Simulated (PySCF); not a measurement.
**Correlation energy of O⁺ (oxygen, charge +1)**

[He] 2s2 2p3, high-spin 4S determinant. All numbers are calculated (PySCF 2.14, the non-relativistic Hamiltonian (point nucleus), in aug-cc-pVQZ with one added diffuse shell each of s, p, d, f, g type (7s6p5d4f3g, 105 functions)). Frozen: 1s2; 5 electrons correlated.

MP2 pair energies summed by pair of shells (mhartree):

```
 pair  energy  share (%)
2s-2p  -70.85       66.0
2p-2p  -24.83       23.1
2s-2s  -11.67       10.9
```

Total MP2 correlation energy: -107.36 mhartree.

Same-spin part -31.47 and opposite-spin part -75.88 mhartree; SCS-MP2 scales them by 1/3 and 6/5 to -101.55 mhartree.
